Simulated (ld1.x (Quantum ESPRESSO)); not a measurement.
Logarithmic derivatives: Fe, TM semilocal

- Element: iron (Fe)
- Generator: ld1.x (Quantum ESPRESSO) 7.5
- Type: norm-conserving Troullier–Martins (semilocal form)
- Functional: PBEsol
- Relativity: scalar-relativistic
- Frozen core: [Ar]
- Valence charge: 8
- Reference configuration: 3d6 4s2 4p0
- Partial waves: 4p (bound, empty): rc 3.70 bohr; 3d (bound): rc 1.35 bohr; 4s (bound): rc 1.90 bohr
- Local potential: the s channel
- Core correction: none

The phase is arctan(r·u′/u) with u = r·R(r), unwrapped; energies in Ry, scanned from -3 to 5 Ry. A pole is an energy at which the radial function vanishes at the test radius. The pseudo phase is shifted by a multiple of π to meet the all-electron one at the reference energy, and phase errors are pseudo minus all-electron; the curves can meet again beyond the range given. Levels narrower than the energy grid can be missing from the lists of poles.

| channel | radius (bohr) | reference energy (Ry) | poles, all-electron | poles, pseudo | unbroken range about the reference energy with phases within 0.05 rad | phase error 1 Ry above the reference energy (rad) |
| --- | --- | --- | --- | --- | --- | --- |
| s | 4.00 | -0.39 | -0.10, 2.79 | -0.10, 2.57 | below 0.9 | -0.011 |
| p | 4.00 | -0.10 | 0.46, 3.43 | 0.45, 3.00 | below 1.1 | -0.019 |
| d | 4.00 | -0.55 | -0.54, 1.48, 4.58 | -0.54, 1.50, 4.74 | below 2.5 | +0.017 |

Phases in the p channel:

```csv
E (Ry),all-electron,pseudo
-3.00,1.421,1.421
-2.52,1.406,1.406
-2.04,1.385,1.385
-1.56,1.353,1.353
-1.08,1.296,1.295
-0.60,1.144,1.143
-0.12,-0.254,-0.254
0.36,-1.517,-1.521
0.84,-1.713,-1.729
1.32,-1.961,-2.074
1.80,-3.510,-4.100
2.28,-4.459,-4.562
2.76,-4.619,-4.677
3.24,-4.691,-4.746
3.72,-4.742,-4.818
4.20,-4.794,-4.961
4.68,-4.872,-6.042
```
